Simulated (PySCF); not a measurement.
## Computed properties of H₃IOSiZn, SMILES [SiH3][O][Zn][I]

Zn(I)(OSiH3) (H3IOSiZn), SMILES [SiH3][O][Zn][I]. The structure is a stationary point at r2SCAN-D4/def2-SVP. The structure was generated by enumeration; whether it is a known compound was not checked. The def2 effective core potentials stand for the cores of I; spin–orbit coupling is left out. The values are those of a single conformer. All values are computed for the isolated molecule unless a solvent is named; none is compared with measurement here.

**Structure.** The optimised structure has Cs symmetry. All 15 harmonic modes at r2SCAN-D4/def2-SVP (PySCF) are real, so it is a minimum. With heavy atoms numbered as in [Zn:1]([I:2])[O:3][SiH3:4], the shortest bond between them is O3–Si4 at 1.648 Å and the longest Zn1–I2 at 2.401 Å.

**Vibrations.** The strongest infrared lines (harmonic, unscaled, degenerate partners summed) lie at 1009 cm⁻¹ (575 km/mol, H 83 %, Si 15 %), 1031 cm⁻¹ (315 km/mol, O 76 %, Si 12 %, H 9 %), 2183 cm⁻¹ (194 km/mol, H 96 %). The softest mode is at 39 cm⁻¹ and the zero-point energy is 18.7 kcal/mol.

**Electronic structure.** M06-2X/def2-TZVP (PySCF) places the frontier levels at -9.15 and -1.01 eV, a gap of 8.14 eV, and gives a dipole moment of 0.51 D and a mean polarisability of 79.9 bohr³. PBE/def2-TZVP (PySCF) at the same geometry gives -6.82 and -2.60 eV, so its gap is 3.92 eV narrower. An orbital gap is neither the optical nor the fundamental gap.

**Excitations.** TDA-CAM-B3LYP/def2-SVPD (PySCF) has S1 at 5.11 eV (243 nm, f = 0.017, weak); the most intense of the 10 singlets computed lies at 6.16 eV (f = 0.04). T1 (TDA) is at 4.75 eV, 0.36 eV under S1. TDA-PBE/def2-SVPD (PySCF) puts S1 at 4.33 eV. No vertical singlet excitation falls in the visible range (under 3.1 eV).
